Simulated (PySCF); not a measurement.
BH9Si3, SMILES [SiH3]B([SiH3])[SiH3]. Geometry optimised at PBE0-D3(BJ)/def2-SVP.

Give the equilibrium geometry at PBE0-D3(BJ)/def2-SVP (PySCF confirms it by a frequency run) as a Z-matrix, and its point group. (Estimate from the structure and the level; the computed values follow.)

point group Cs.
```
B
Si 1 2.0070
H 2 1.4967 1 114.41
H 2 1.4967 3 108.86 1 129.40
H 2 1.5044 3 107.76 4 116.61
Si 1 2.0074 2 119.11 3 151.39
H 6 1.4962 1 114.86 2 153.83
H 6 1.4972 7 108.77 1 128.46
H 6 1.5039 7 107.95 8 116.41
Si 1 2.0074 2 119.11 3 -24.82
H 10 1.4962 1 114.86 2 -153.83
H 10 1.4972 11 108.77 1 -128.46
H 10 1.5039 11 107.95 12 -116.41
```
